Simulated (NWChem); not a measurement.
System: C3H3O3, doublet; SMILES [CH]1OC(OC1)=O

NWChem printed, in part:

```
             Northwest Computational Chemistry Package (NWChem) 7.3.0
             --------------------------------------------------------

                             Geometry "geometry" -> ""
                             -------------------------

 Output coordinates in angstroms (scale by  1.889725989 to convert to a.u.)

  No.       Tag          Charge          X              Y              Z
 ---- ---------------- ---------- -------------- -------------- --------------
    1 O                    8.0000    -0.03907600    -1.99822100     0.02430100
    2 C                    6.0000    -0.01498500    -0.81599700     0.00387900
    3 O                    8.0000     1.12508600    -0.06256700     0.02746300
    4 C                    6.0000     0.80229900     1.25453400    -0.09035400
    5 C                    6.0000    -0.68286500     1.35806000    -0.01014600
    6 O                    8.0000    -1.08174800    -0.00212600    -0.04497500
    7 H                    1.0000     1.54582300     1.97122400     0.25524400
    8 H                    1.0000    -1.05191300     1.82459100     0.92432600
    9 H                    1.0000    -1.14365900     1.89537200    -0.85756700

 Effective nuclear repulsion energy (a.u.)     237.7744870561

  pbe96 is a nonlocal functional; adding pw91lda local functional.

                                 NWChem DFT Module
                                 -----------------

 Summary of "ao basis" -> "ao basis" (spherical)
 ------------------------------------------------------------------------------
       Tag                 Description            Shells   Functions and Types
 ---------------- ------------------------------  ------  ---------------------
 O                           6-31g*                  6       14   3s2p1d
 C                           6-31g*                  6       14   3s2p1d
 H                           6-31g*                  2        2   2s

 in cosmo_initialize ...
 calling solv_data for solv:h2o

 solvent parameters
 solvname_short: h2o
 solvname_long:  water
 dielec:       78.4000
 dielecinf:     1.7769
 aqueous SMD model solvent descriptors
 dielec:       78.4000
 sola:          0.8200

          ---------------
          -cosmo- solvent
          ---------------
 Cosmo: York-Karplus, doi: 10.1021/jp992097l
 dielectric constant -eps-     =  78.40
 screen = (eps-1)/(eps    )    =   0.98724
 surface charge correction     = lagrangian

   van der Waals surface
 --------------------------

 ---------- ATOMIC COORDINATES (A.U.) ------------ VDWR(ANG.) --
     1   -0.07384293   -3.77609015    0.04592223     1.520
     2   -0.02831754   -1.54201074    0.00733025     1.850
     3    2.12610425   -0.11823449    0.05189754     1.520
     4    1.51612527    2.37072550   -0.17074430     1.850
     5   -1.29042774    2.56636128   -0.01917316     1.850
     6   -2.04420731   -0.00401756   -0.08499043     1.520
     7    2.92118190    3.72507322    0.48234122     1.200
     8   -1.98782733    3.44797703    1.74672286     1.200
     9   -2.16120213    3.58173373   -1.62056665     1.200
 number of segments per atom =        128
 number of   points per atom =        128
 atom (   nspa,  nppa )
 ----------------------
    1 (     80,     0 )       0
    2 (     52,     0 )       0
    3 (     45,     0 )       0
    4 (     58,     0 )       0
    5 (     50,     0 )       0
    6 (     46,     0 )       0
    7 (     56,     0 )       0
    8 (     56,     0 )       0
    9 (     53,     0 )       0
 number of -cosmo- surface points =      496
 molecular surface =     99.298 angstrom**2
 molecular volume  =     73.175 angstrom**3
 -lineq- algorithm             =   0
 -bem- low  level              =   3
 -bem- from -octahedral-
 gaussian surface charge width =   4.50000
 degree of switching           =   1.00000
 switching function tolerance  =   0.00010
 atomic radii =
 --------------
    1  8.000  1.520
    2  6.000  1.850
    3  8.000  1.520
    4  6.000  1.850
    5  6.000  1.850
    6  8.000  1.520
    7  1.000  1.200
    8  1.000  1.200
    9  1.000  1.200
 ...... end of -cosmo- initialization ......

 nat:                     9
 ixmem:                  4523
 calling mnsol_interface()
 G(SMD-CDS) energy (kcal/mol)  =     5.365
 SMD-CDS SASA (angstrom**2)    =   126.137

[...]

                                COSMO-SMD solvation results
                                ---------------------------

             internal energy in gas <Psi(g)|H|Psi(g)> =      -341.361044750351
         internal energy in solvent <Psi(s)|H|Psi(s)> =      -341.357145120882
                               delta internal energy  =         0.003899629469 (    2.45 kcal/mol)
   total free energy in solvent <Psi(s)|H+V/2|Psi(s)> =      -341.375240599657
 polarization energy contribution <Psi(s)|V/2|Psi(s)> =        -0.018095478775 (  -11.36 kcal/mol)
    total free energy in solvent including G(SMD-CDS) =      -341.366690292562
                       G(SMD-CDS) energy contribution =         0.008550307095 (    5.37 kcal/mol)
     1 M fixed-concentration free energy of solvation =        -0.005645542210 (   -3.54 kcal/mol)

                    DFT Final Alpha Molecular Orbital Analysis
                    ------------------------------------------

 Vector   21  Occ=1.000000D+00  E=-2.763425D-01
              MO Center= -5.4D-01, -5.6D-01,  1.6D-02, r^2= 2.8D+00
   Bfn.  Coefficient  Atom+Function         Bfn.  Coefficient  Atom+Function
  ----- ------------  ---------------      ----- ------------  ---------------
    75      0.429721  6 O  pz                 5     -0.361713  1 O  pz
    79      0.314754  6 O  pz                 9     -0.259626  1 O  pz
     3     -0.231983  1 O  px                61     -0.169550  5 C  pz
     7     -0.156043  1 O  px                88     -0.139937  8 H  s
    87     -0.132256  8 H  s                 90      0.110640  9 H  s

 Vector   22  Occ=1.000000D+00  E=-2.731534D-01
              MO Center= -1.1D-01, -1.4D+00,  1.1D-03, r^2= 2.0D+00
   Bfn.  Coefficient  Atom+Function         Bfn.  Coefficient  Atom+Function
  ----- ------------  ---------------      ----- ------------  ---------------
     3      0.551388  1 O  px                 7      0.369923  1 O  px
    75      0.187741  6 O  pz                 5     -0.149155  1 O  pz
    79      0.138754  6 O  pz                74     -0.130939  6 O  py
    34     -0.130248  3 O  s                 21      0.129386  2 C  px
    32      0.129366  3 O  py                76      0.129527  6 O  s

 Vector   23  Occ=1.000000D+00  E=-1.509416D-01
              MO Center=  6.1D-01,  1.0D+00, -1.5D-01, r^2= 2.1D+00
   Bfn.  Coefficient  Atom+Function         Bfn.  Coefficient  Atom+Function
  ----- ------------  ---------------      ----- ------------  ---------------
    47      0.544648  4 C  pz                51      0.459435  4 C  pz
    33     -0.303578  3 O  pz                37     -0.268261  3 O  pz
    88     -0.194242  8 H  s                 48     -0.167160  4 C  s
    90      0.142714  9 H  s                  5      0.123061  1 O  pz
    87     -0.123251  8 H  s                 89      0.112486  9 H  s

 Vector   24  Occ=0.000000D+00  E=-8.483038D-03
              MO Center= -7.8D-04, -8.6D-01, -5.2D-03, r^2= 1.7D+00
   Bfn.  Coefficient  Atom+Function         Bfn.  Coefficient  Atom+Function
  ----- ------------  ---------------      ----- ------------  ---------------
    19      0.620461  2 C  pz                23      0.511467  2 C  pz
     9     -0.390903  1 O  pz                 5     -0.377198  1 O  pz
    33     -0.277960  3 O  pz                75     -0.264692  6 O  pz
    37     -0.258236  3 O  pz                79     -0.248323  6 O  pz
    48     -0.104915  4 C  s                 51      0.101347  4 C  pz

 Vector   25  Occ=0.000000D+00  E= 5.265690D-02
              MO Center= -2.4D-01,  8.4D-01, -2.2D-02, r^2= 2.9D+00
   Bfn.  Coefficient  Atom+Function         Bfn.  Coefficient  Atom+Function
  ----- ------------  ---------------      ----- ------------  ---------------
    76      0.831133  6 O  s                 64      0.813679  5 C  py
    20     -0.714911  2 C  s                 34      0.659967  3 O  s
    48     -0.547512  4 C  s                 50      0.471061  4 C  py
     6      0.442342  1 O  s                 60      0.343208  5 C  py
    78      0.328232  6 O  py                90     -0.313271  9 H  s

 Vector   26  Occ=0.000000D+00  E= 1.007797D-01
              MO Center= -3.0D-01,  1.8D+00,  4.2D-01, r^2= 4.2D+00
   Bfn.  Coefficient  Atom+Function         Bfn.  Coefficient  Atom+Function
  ----- ------------  ---------------      ----- ------------  ---------------
    62      1.591755  5 C  s                 88     -1.347418  8 H  s
    86     -1.006898  7 H  s                 90     -0.776792  9 H  s
    48      0.713524  4 C  s                 63     -0.453639  5 C  px
    20      0.418415  2 C  s                 49      0.416149  4 C  px
    65      0.262640  5 C  pz                64      0.257969  5 C  py

                     DFT Final Beta Molecular Orbital Analysis
                     -----------------------------------------

 Vector   20  Occ=1.000000D+00  E=-3.302503D-01
              MO Center=  3.6D-01, -3.3D-02, -1.4D-02, r^2= 2.5D+00
   Bfn.  Coefficient  Atom+Function         Bfn.  Coefficient  Atom+Function
  ----- ------------  ---------------      ----- ------------  ---------------
    33      0.425803  3 O  pz                37      0.296495  3 O  pz
     5     -0.246201  1 O  pz                75     -0.224615  6 O  pz
    45     -0.174964  4 C  px                 9     -0.163143  1 O  pz
    79     -0.156937  6 O  pz                59      0.151659  5 C  px
    47      0.147842  4 C  pz                73     -0.143650  6 O  px

[...]
```

Level: PBE/6-31G* (spherical d), spin-unrestricted, SMD on the gas-phase geometry. Geometry: optimised at PBE0/def2-SVP, spin-unrestricted. Not confirmed as a minimum by frequencies. No stability test was run on the SCF state. Solvent: water.

Task: Write an input that gives this output.

Result: Several could match; the one computed here: the input that was run:
```
start job
memory heap 200 mb stack 900 mb global 1100 mb
geometry units angstroms noautosym nocenter noautoz
  O     -0.039076    -1.998221     0.024301
  C     -0.014985    -0.815997     0.003879
  O      1.125086    -0.062567     0.027463
  C      0.802299     1.254534    -0.090354
  C     -0.682865     1.358060    -0.010146
  O     -1.081748    -0.002126    -0.044975
  H      1.545823     1.971224     0.255244
  H     -1.051913     1.824591     0.924326
  H     -1.143659     1.895372    -0.857567
end
basis spherical
  O library 6-31g*
  C library 6-31g*
  H library 6-31g*
end
dft
  odft
  mult 2
  xc xpbe96 cpbe96
  iterations 150
end
cosmo
  do_cosmo_smd true
  solvent water
end
task dft energy
```
